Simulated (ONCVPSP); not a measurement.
**Configuration tests for promethium (ONCV)**

Pm, optimised norm-conserving Vanderbilt (ONCV), made with ONCVPSP 4.0.1 (LDA (Perdew-Wang 92), scalar-relativistic). Core [Kr] 4d10 4f4, reference 5s2 5p6 5d1 6s1 (charge +1). Waves: 5s+6s: rc 2.30 bohr, ncon 4, nbas 7, qcut 4.9 1/bohr, 2 projectors; 5p: rc 2.20 bohr, ncon 4, nbas 7, qcut 7 1/bohr, 1 projector; 5d: rc 3.30 bohr, ncon 4, nbas 9, qcut 5.4 1/bohr, 2 projectors, debl 1.2 Ha. Local part: polynomial inside 1.65 bohr (lpopt 5, dvloc0 1 Ha). Core correction: none.

Energies are relative to the spin-unpolarised reference configuration 5s2 5p6 5d1 6s1; without spin polarisation the order of configurations can differ from experiment.

```
valence configuration  charge  ΔE all-electron (eV)  error AE − PS (meV)
      5s2 5p6 5d1 6s2       0                -6.560                 +2.4
      5s2 5p6 5d0 6s0      +3                31.663                  -28
  5s2 5p6 5d1 6s0 6p1      +1                 3.418                  +53
```

Problem. What are ΔE and the potential's error for 5s2 5p6 5d1 6s0?

Solution. ΔE = 11.868 eV all-electron; the error (AE − PS) is +0.7 meV.

Levels in the configuration 5s2 5p6 5d0 6s0:

| level | all-electron (eV) | pseudo (eV) |
| --- | --- | --- |
| 5s | -69.518 | -69.726 |
| 5p | -49.238 | -49.387 |
